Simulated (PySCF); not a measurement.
Job file and geometry (Å, from GFN2-xTB) of an NMR shielding run on SMILES P(CC=C)(C)C(F)(F)F, C5H8F3P, GIAO PBE0/pcSseg-1 NMR shielding, non-relativistic, gas phase in PySCF 2.14.0, density-fitted response routines; density fitting, a coarse starting grid and PySCF grid level 2 are the driver's defaults:

```
{"job": {"kind": "nmr", "xc": "PBE0", "basis": "pcSseg-1"}, "charge": 0, "multiplicity": 1}
C      2.622504    -0.652515    -0.029948
C      1.859976     0.179830     0.655097
C      0.653147     0.854176     0.094115
P     -0.875209     0.186081     0.934722
C     -1.018054    -1.434963     0.069488
C     -2.093766     1.102073    -0.186209
F     -3.344764     0.660327     0.007216
F     -2.093243     2.417587     0.071439
F     -1.847042     0.973296    -1.502911
H      3.485848    -1.125237     0.404850
H      2.420952    -0.884563    -1.063155
H      2.079425     0.402889     1.690835
H      0.688923     1.927649     0.305862
H      0.583467     0.696094    -0.985899
H     -1.981984    -1.882164     0.308743
H     -0.918916    -1.324729    -1.010182
H     -0.228263    -2.083802     0.444561
```

Problem. What does the program print?

Solution. 
```
coarse grid: 15272 points
cycle   1  E = -835.2797993366  dE =  1.153e+00  |g| = 9.112e-01  |ddm| = 3.647e+00
cycle   2  E = -835.1189914145  dE =  1.608e-01  |g| = 1.366e+00  |ddm| = 1.197e+00
cycle   3  E = -835.4306710047  dE = -3.117e-01  |g| = 6.468e-02  |ddm| = 7.615e-01
cycle   4  E = -835.4314641439  dE = -7.931e-04  |g| = 3.210e-02  |ddm| = 8.466e-02
cycle   5  E = -835.4316895089  dE = -2.254e-04  |g| = 7.926e-03  |ddm| = 2.780e-02
cycle   6  E = -835.4317062814  dE = -1.677e-05  |g| = 1.631e-03  |ddm| = 1.100e-02
cycle   7  E = -835.4317068019  dE = -5.205e-07  |g| = 6.192e-04  |ddm| = 1.900e-03
final grid: 145760 points
cycle   8  E = -835.5061980295  dE = -5.688e-05  |g| = 9.259e-03  |ddm| = 3.601e-02
cycle   9  E = -835.5061878726  dE =  1.016e-05  |g| = 1.170e-02  |ddm| = 1.501e-02
cycle  10  E = -835.5062182582  dE = -3.039e-05  |g| = 1.131e-03  |ddm| = 8.644e-03
cycle  11  E = -835.5062185061  dE = -2.479e-07  |g| = 4.038e-04  |ddm| = 1.134e-03
cycle  12  E = -835.5062185439  dE = -3.778e-08  |g| = 1.307e-04  |ddm| = 4.269e-04
cycle  13  E = -835.5062185476  dE = -3.738e-09  |g| = 3.256e-05  |ddm| = 1.265e-04
cycle  14  E = -835.5062185478  dE = -2.085e-10  |g| = 7.645e-06  |ddm| = 3.293e-05
converged SCF energy = -835.5062185478

GIAO shielding tensors (ppm)
atom      isotropic    diamagn.    paramagn.     s11        s22        s33       span
  0 C       61.555     254.060    -192.506    -52.223     80.202    156.685    208.907
  1 C       46.381     256.999    -210.619    -72.283     51.161    160.264    232.547
  2 C      147.811     253.662    -105.851    130.326    153.619    159.489     29.163
  3 P      358.104     966.570    -608.466    265.957    352.359    455.997    190.040
  4 C      177.627     254.345     -76.718    166.950    173.933    191.999     25.048
  5 C       44.755     252.217    -207.462     35.012     41.348     57.906     22.894
  6 F      247.161     472.704    -225.543    158.134    251.848    331.502    173.368
  7 F      249.443     474.110    -224.667    160.459    255.946    331.924    171.465
  8 F      257.556     477.485    -219.929    171.059    267.027    334.582    163.523
  9 H       26.290      28.369      -2.079     23.181     25.242     30.446      7.265
 10 H       26.170      31.998      -5.828     22.209     25.407     30.895      8.686
 11 H       25.607      30.763      -5.156     23.014     25.214     28.594      5.581
 12 H       28.723      31.606      -2.883     23.953     28.465     33.751      9.798
 13 H       29.087      33.791      -4.704     24.665     30.322     32.274      7.609
 14 H       30.296      29.943       0.353     25.515     27.562     37.810     12.295
 15 H       30.328      32.397      -2.068     26.344     28.886     35.754      9.410
 16 H       30.420      31.665      -1.244     25.374     28.743     37.145     11.771
```

Size and cost of the density-fitted run: 200 basis functions, about 90 core-seconds.
